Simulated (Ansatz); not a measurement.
Reaction (redistribution): `[OH][InH][CH2][SiH3]` + `CNBO` → `C[NH][InH][OH]` + `OBC[SiH3]`

Computed with Ansatz on PBE0-D4/def2-TZVP structures; ΔE is electronic, products minus reactants. CCSD(T)/CBS is the MP2 limit (def2-TZVPP, def2-QZVPP) plus CCSD(T) − MP2 in def2-TZVPP, frozen cores. Functionals use def2-TZVPP. def2 core potentials past Kr. For In outer-core shells are correlated without core-valence functions, which leaves a few kJ/mol of doubt a bond. One conformer a species, not always the lowest.

| level | ΔE (eV) |
| --- | --- |
| ωB97X-V | 0.91 |
| r2SCAN | 0.95 |
| SCS-MP2/def2-QZVPP | 0.93 |
| MP2/CBS(def2) | 0.94 |

Task: What does CCSD(T)/CBS give? (Best estimate.)

Result: Ansatz gave: +0.92 eV. The listed levels differ from it by -0.01, 0.03, 0.01, 0.02 eV.

Largest T1 diagnostic among the species: 0.016.
